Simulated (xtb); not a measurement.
xtb input (GFN-FF):

```bash
xtb mol.xyz --gfnff --opt tight --chrg 0 --uhf 0
```
mol.xyz:
```
16

C      1.82989547     0.06063765    -0.70269423
Ge    -0.00052471    -0.00123045     0.00083824
C     -1.14278144    -1.08739657    -1.18742361
C     -0.76816566     1.79187868     0.21228715
N      0.13760924    -0.70331520     1.72148352
H      2.46181028     0.65974518    -0.04747282
H      2.24994317    -0.94414927    -0.76621673
H      1.84207466     0.49921653    -1.70118112
H     -1.19655416    -0.64219734    -2.18247336
H     -0.74121968    -2.09704554    -1.28303858
H     -2.15445784    -1.15532179    -0.78532642
H     -1.76638627     1.73216739     0.64824830
H     -0.84727603     2.29128916    -0.75404952
H     -0.13872434     2.39263444     0.86837966
H     -0.73841627    -0.74661994     2.22668257
H      0.56904234    -1.61785655     1.76622371
```

Output:

```
           -------------------------------------------------
          |                Calculation Setup                |
           -------------------------------------------------

          ==================== Thresholds ====================
          CN  :   150.00000
          rep :   500.00000
          disp:  2500.00000
          HB1 :   250.00000
          HB2 :   450.00000

          Pauling EN used:
          Z : 1  EN :  2.20
          Z : 6  EN :  2.55
          Z : 7  EN :  3.04
          Z :32  EN :  2.01
          electric field strengths (au): 0.000

           -------------------------------------------------
          |           Force Field Initialization            |
           -------------------------------------------------

          distances ...
          ----------------------------------------
          generating topology and atomic info file ...
          pair mat ...
          computing topology distances matrix with Floyd-Warshall algo ...
          making topology EEQ charges ...
          #fragments for EEQ constrain: 1
          ----------------------------------------
          generating topology and atomic info file ...
          pair mat ...
          computing topology distances matrix with Floyd-Warshall algo ...
          making topology EEQ charges ...
          #fragments for EEQ constrain: 1
          rings ...
          # BATM   156
          # H in HB   2

  atom   neighbors  erfCN metchar sp-hybrid imet pi  qest     coordinates
    1  C       4    3.48   0.00         3    0    0  -0.085    3.458001    0.114589   -1.327900
    2  Ge      4    3.46   0.01         3    0    0   0.199   -0.000992   -0.002325    0.001584
    3  C       4    3.48   0.00         3    0    0  -0.085   -2.159544   -2.054882   -2.243905
    4  C       4    3.48   0.00         3    0    0  -0.085   -1.451623    3.386160    0.401165
    5  N       3    2.78   0.00         3    0    0  -0.364    0.260044   -1.329073    3.253132
    6  H       1    0.97   0.00         0    0    0   0.020    4.652147    1.246738   -0.089711
    7  H       1    0.97   0.00         0    0    0   0.020    4.251776   -1.784184   -1.447940
    8  H       1    0.97   0.00         0    0    0   0.020    3.481017    0.943383   -3.214766
    9  H       1    0.97   0.00         0    0    0   0.020   -2.261160   -1.213577   -4.124277
   10  H       1    0.97   0.00         0    0    0   0.020   -1.400702   -3.962842   -2.424592
   11  H       1    0.97   0.00         0    0    0   0.020   -4.071335   -2.183242   -1.484052
   12  H       1    0.97   0.00         0    0    0   0.020   -3.337986    3.273322    1.225012
   13  H       1    0.97   0.00         0    0    0   0.020   -1.601120    4.329909   -1.424947
   14  H       1    0.97   0.00         0    0    0   0.020   -0.262151    4.521424    1.641000
   15  H       1    0.98   0.00         0    0    0   0.118   -1.395405   -1.410907    4.207820
   16  H       1    0.98   0.00         0    0    0   0.118    1.075334   -3.057306    3.337679

          #atoms :   16
          #bonds :   15
          #angl  :   27
[...]
C4-Ge2=1.9450        C4-H12=1.0861        C4-H13=1.0863        C4-H14=1.0860        N5-Ge2=1.8561        N5-H15=1.0062
N5-H16=1.0057        H6-C1=1.0860         H7-C1=1.0861         H8-C1=1.0863         H9-C3=1.0863         H10-C3=1.0862
H11-C3=1.0862        H12-C4=1.0861        H13-C4=1.0863        H14-C4=1.0860        H15-N5=1.0062        H16-N5=1.0057
 C  H  Rav=1.0862 sigma=0.0001  Rmin=1.0860  Rmax=1.0863     9
 N  H  Rav=1.0060 sigma=0.0002  Rmin=1.0057  Rmax=1.0062     2
 Ge C  Rav=1.9449 sigma=0.0000  Rmin=1.9449  Rmax=1.9450     3
 Ge N  Rav=1.8561 sigma=0.0000  Rmin=1.8561  Rmax=1.8561     1

 selected bond angles (degree)
 --------------------
H6-C1-Ge2=109.73               H7-C1-Ge2=109.83               H7-C1-H6=109.06                H8-C1-Ge2=109.95
H8-C1-H6=109.13                H8-C1-H7=109.12                C3-Ge2-C1=109.58               C4-Ge2-C1=109.60
C4-Ge2-C3=109.58               N5-Ge2-C1=109.35               N5-Ge2-C3=109.36               N5-Ge2-C4=109.35
H9-C3-Ge2=109.89               H10-C3-Ge2=109.84              H10-C3-H9=109.09               H11-C3-Ge2=109.84
H11-C3-H9=109.09               H11-C3-H10=109.07              H12-C4-Ge2=109.83              H13-C4-Ge2=109.95
H13-C4-H12=109.12              H14-C4-Ge2=109.73              H14-C4-H12=109.06              H14-C4-H13=109.13
H15-N5-Ge2=107.46              H16-N5-Ge2=107.20              H16-N5-H15=107.41

 selected dihedral angles (degree)
 ---------------------------------
C3-Ge2-C1-H6=180.52           C3-Ge2-C1-H7=300.39           C3-Ge2-C1-H8= 60.48           C4-Ge2-C1-H6= 60.23
C4-Ge2-C1-H7=180.11           C4-Ge2-C1-H8=300.20           N5-Ge2-C1-H6=300.38           N5-Ge2-C1-H7= 60.25
N5-Ge2-C1-H8=180.34           H9-C3-Ge2-C1=299.85           H9-C3-Ge2-C4= 60.15           H9-C3-Ge2-N5=180.00
H10-C3-Ge2-C1= 59.87          H10-C3-Ge2-C4=180.17          H10-C3-Ge2-N5=300.02          H11-C3-Ge2-C1=179.83
H11-C3-Ge2-C4=300.13          H11-C3-Ge2-N5= 59.98          H12-C4-Ge2-C1=179.89          H12-C4-Ge2-C3= 59.61
H12-C4-Ge2-N5=299.75          H13-C4-Ge2-C1= 59.80          H13-C4-Ge2-C3=299.52          H13-C4-Ge2-N5=179.66
H14-C4-Ge2-C1=299.77          H14-C4-Ge2-C3=179.48          H14-C4-Ge2-N5= 59.62          H15-N5-Ge2-C1=182.40
H15-N5-Ge2-C3=302.40          H15-N5-Ge2-C4= 62.39          H16-N5-Ge2-C1=297.60          H16-N5-Ge2-C3= 57.60
H16-N5-Ge2-C4=177.60
           -------------------------------------------------
          |                Final Singlepoint                |
           -------------------------------------------------
         :::::::::::::::::::::::::::::::::::::::::::::::::::::
         ::                     SUMMARY                     ::
         :::::::::::::::::::::::::::::::::::::::::::::::::::::
         :: total energy              -2.092553175578 Eh    ::
         :: gradient norm              0.000059566085 Eh/a0 ::
         ::.................................................::
         :: bond energy               -2.154745252320 Eh    ::
         :: angle energy               0.009693984049 Eh    ::
         :: torsion energy             0.000237964146 Eh    ::
         :: repulsion energy           0.093856617165 Eh    ::
         :: electrostat energy        -0.033275905993 Eh    ::
         :: dispersion energy         -0.008031688010 Eh    ::
         :: HB energy                  0.000000000000 Eh    ::
         :: XB energy                  0.000000000000 Eh    ::
         :: bonded atm energy         -0.000288894615 Eh    ::
         :: external energy            0.000000000000 Eh    ::
Note: The following floating-point exceptions are signalling: IEEE_UNDERFLOW_FLAG IEEE_DENORMAL
normal termination of xtb
         :: add. restraining           0.000000000000 Eh    ::
         :: total charge              -0.000000000000 e     ::
         :::::::::::::::::::::::::::::::::::::::::::::::::::::

           -------------------------------------------------
          |                Property Printout                |
           -------------------------------------------------

molecular dipole:
                 x           y           z       tot (Debye)
 q only:       -0.164      -0.062      -0.350       0.996
           -------------------------------------------------
          |                Geometry Summary                 |
           -------------------------------------------------

      molecular mass/u    :      133.7538093
   center of mass at/Å    :        0.0165249       0.0001582       0.0468366
  moments of inertia/u·Å² :        0.1672568E+03   0.1675604E+03   0.1727877E+03
rotational constants/cm⁻¹ :        0.1007889E+00   0.1006063E+00   0.9756267E-01

 * 15 selected distances

     #   Z          #   Z                                           value/Å
     1   6 C        2  32 Ge                                      1.9449669
     2  32 Ge       3   6 C                                       1.9448935
     2  32 Ge       4   6 C                                       1.9449721 (max)
     2  32 Ge       5   7 N                                       1.8560783
     1   6 C        6   1 H                                       1.0860058
     1   6 C        7   1 H                                       1.0860900
     1   6 C        8   1 H                                       1.0863065
     3   6 C        9   1 H                                       1.0862858
     3   6 C       10   1 H                                       1.0861675
     3   6 C       11   1 H                                       1.0861672
     4   6 C       12   1 H                                       1.0860892
     4   6 C       13   1 H                                       1.0863058
     4   6 C       14   1 H                                       1.0860052
     5   7 N       15   1 H                                       1.0062292
     5   7 N       16   1 H                                       1.0057298 (min)

 * 4 distinct bonds (by element types)

   Z      Z             #   av. dist./Å        max./Å        min./Å
   1 H    6 C           9     1.0861581     1.0863065     1.0860052
   1 H    7 N           2     1.0059795     1.0062292     1.0057298
   6 C   32 Ge          3     1.9449442     1.9449721     1.9448935
   7 N   32 Ge          1     1.8560783     1.8560783     1.8560783

optimized geometry written to: xtbopt.xyz

           -------------------------------------------------
          | TOTAL ENERGY               -2.092553175578 Eh   |
          | GRADIENT NORM               0.000059566085 Eh/α |
           -------------------------------------------------
########################################################################
[WARNING] Runtime exception occurred
-1- gfnff_setup: Could not read topology file.
########################################################################

------------------------------------------------------------------------
------------------------------------------------------------------------
 total:
 SCF:
 ANC optimizer:
```
